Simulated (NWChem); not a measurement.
System: C$_{4}$H$_{4}$ClF; SMILES C#C[C@@H](F)CCl

```xyz
10

C     -0.6926    -2.9748    -0.0458
C     -0.2464    -1.8642     0.1299
C      0.2679    -0.5098     0.3432
F      1.5659    -0.4166    -0.0871
C     -0.5878     0.5032    -0.3981
Cl    -0.0856     2.1681    -0.0296
H     -1.0808    -3.9655    -0.1995
H      0.2518    -0.2777     1.4234
H     -0.4904     0.3453    -1.4810
H     -1.6413     0.3879    -0.1106
```
Atoms are numbered in this order, from 1.

Results from NWChem. Structure relaxed at the PBE0/def2-SVP level. B3LYP is NWChem's, with the RPA form of VWN correlation. Level: B3LYP/def2-SVP with SMD (1 M gas to 1 M solution), gas-phase geometry.

```
solvent          dielectric constant  solvation free energy (kcal/mol)  cavity-dispersion-structure term (kcal/mol)  dipole in solution (D)
---------------  -------------------  --------------------------------  -------------------------------------------  ----------------------
water                           78.4                              -2.1                                          4.5                    3.28
anisole                         4.22                              -5.3                                         -0.4                    3.09
n-hexane                        1.88                              -4.4                                         -1.5                    2.87
acetonitrile                    35.7                              -6.4                                          0.0                    3.27
tetrahydrofuran                 7.43                              -5.7                                         -0.1                    3.18
ethyl acetate                   5.99                              -5.8                                         -0.4                    3.15
1-octanol                       9.86                              -5.2                                          0.6                    3.21
```
